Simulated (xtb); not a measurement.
xtb input (GFN1-xTB):

```bash
xtb mol.xyz --gfn 1 --sp --chrg 0 --uhf 0
```
mol.xyz:
```
12

C     -2.15718808     1.45950911    -0.74081893
N     -1.57460616     0.28788432    -0.09414786
C     -2.60331345    -0.58914940     0.45618201
B     -0.21409123     0.03914217    -0.01280081
Br     0.49891692    -1.54509035     0.86498721
Br     1.10787646     1.25132125    -0.76891483
H     -2.74979279     2.02731033    -0.01840093
H     -2.81918710     1.14602537    -1.55257725
H     -1.38343053     2.10213066    -1.14496223
H     -2.15797327    -1.45465788     0.93321684
H     -3.20114105    -0.04533229     1.19261357
H     -3.27053536    -0.92661725    -0.34156274
```

End of the output:

```
         :::::::::::::::::::::::::::::::::::::::::::::::::::::
         ::                     SUMMARY                     ::
         :::::::::::::::::::::::::::::::::::::::::::::::::::::
         :: total energy             -19.909857448500 Eh    ::
         :: gradient norm              0.017601389001 Eh/a0 ::
         :: HOMO-LUMO gap              4.949882441724 eV    ::
         ::.................................................::
         :: SCC energy               -20.081522909589 Eh    ::
         :: -> electrostatic           0.020328718305 Eh    ::
         :: repulsion energy           0.177133631012 Eh    ::
         :: dispersion energy         -0.005468169911 Eh    ::
         :: halogen bond corr.        -0.000000000013 Eh    ::
         :: add. restraining           0.000000000000 Eh    ::
         :: total charge              -0.000000000000 e     ::
         :::::::::::::::::::::::::::::::::::::::::::::::::::::

           -------------------------------------------------
          |                Property Printout                |
           -------------------------------------------------

    * Orbital Energies and Occupations

         #    Occupation            Energy/Eh            Energy/eV
      -------------------------------------------------------------
         1        2.0000           -0.7698280             -20.9481
       ...           ...                  ...                  ...
         6        2.0000           -0.5774844             -15.7142
         7        2.0000           -0.5622939             -15.3008
         8        2.0000           -0.5513297             -15.0024
         9        2.0000           -0.5281616             -14.3720
        10        2.0000           -0.5225457             -14.2192
        11        2.0000           -0.5049700             -13.7409
        12        2.0000           -0.4842009             -13.1758
        13        2.0000           -0.4524594             -12.3120
        14        2.0000           -0.4504093             -12.2563
        15        2.0000           -0.4182054             -11.3799
        16        2.0000           -0.4139565             -11.2643
        17        2.0000           -0.4038936             -10.9905
Note: The following floating-point exceptions are signalling: IEEE_DENORMAL
normal termination of xtb
        18        2.0000           -0.4018112             -10.9338 (HOMO)
        19                         -0.2199064              -5.9840 (LUMO)
        20                         -0.1910060              -5.1975
        21                         -0.1411315              -3.8404
        22                         -0.1398993              -3.8069
        23                         -0.1335254              -3.6334
        24                         -0.0930860              -2.5330
        25                         -0.0865639              -2.3555
        26                         -0.0737720              -2.0074
        27                         -0.0728294              -1.9818
        28                         -0.0719310              -1.9573
        29                         -0.0670751              -1.8252
       ...                                ...                  ...
        46                          0.6543420              17.8056
      -------------------------------------------------------------
                  HL-Gap            0.1819048 Eh            4.9499 eV
             Fermi-level           -0.3108588 Eh           -8.4589 eV

  Mulliken/CM5 charges         n(s)   n(p)   n(d)
     1C     0.05564 -0.02865   0.982  2.962  0.000
     2N    -0.32057 -0.52340   1.453  3.868  0.000
     3C     0.05564 -0.02865   0.982  2.962  0.000
     4B     0.32404  0.14228   0.944  1.732  0.000
     5Br   -0.14321 -0.05536   1.937  5.220 -0.013
     6Br   -0.14321 -0.05536   1.937  5.220 -0.013
     7H     0.02680  0.08826   0.973  0.000  0.000
     8H     0.02680  0.08826   0.973  0.000  0.000
     9H     0.03224  0.09806   0.968  0.000  0.000
    10H     0.03224  0.09806   0.968  0.000  0.000
    11H     0.02680  0.08826   0.973  0.000  0.000
    12H     0.02680  0.08826   0.973  0.000  0.000

Wiberg/Mayer (AO) data.
largest (>0.10) Wiberg bond orders for each atom

 ---------------------------------------------------------------------------
     #   Z sym  total        # sym  WBO       # sym  WBO       # sym  WBO
 ---------------------------------------------------------------------------
     1   6 C    3.966 --     8 H    0.985     7 H    0.985     9 H    0.981
                             2 N    0.962
     2   7 N    3.338 --     4 B    1.324     3 C    0.962     1 C    0.962
     3   6 C    3.966 --    12 H    0.985    11 H    0.985    10 H    0.981
                             2 N    0.962
     4   5 B    3.451 --     2 N    1.324     6 Br   1.032     5 Br   1.032
     5  35 Br   1.179 --     4 B    1.032
     6  35 Br   1.179 --     4 B    1.032
     7   1 H    1.006 --     1 C    0.985
     8   1 H    1.006 --     1 C    0.985
     9   1 H    1.026 --     1 C    0.981
    10   1 H    1.026 --     3 C    0.981
    11   1 H    1.006 --     3 C    0.985
    12   1 H    1.006 --     3 C    0.985
 ---------------------------------------------------------------------------

Topologies differ in total number of bonds
Writing topology from bond orders to xtbtopo.mol

 dipole moment from electron density (au)
     X       Y       Z
  -1.4009   0.2561  -0.0838  total (Debye):    3.626

           -------------------------------------------------
          | TOTAL ENERGY              -19.909857448500 Eh   |
          | GRADIENT NORM               0.017601389001 Eh/α |
          | HOMO-LUMO GAP               4.949882441724 eV   |
           -------------------------------------------------

------------------------------------------------------------------------
------------------------------------------------------------------------
 total:
 SCF:
```
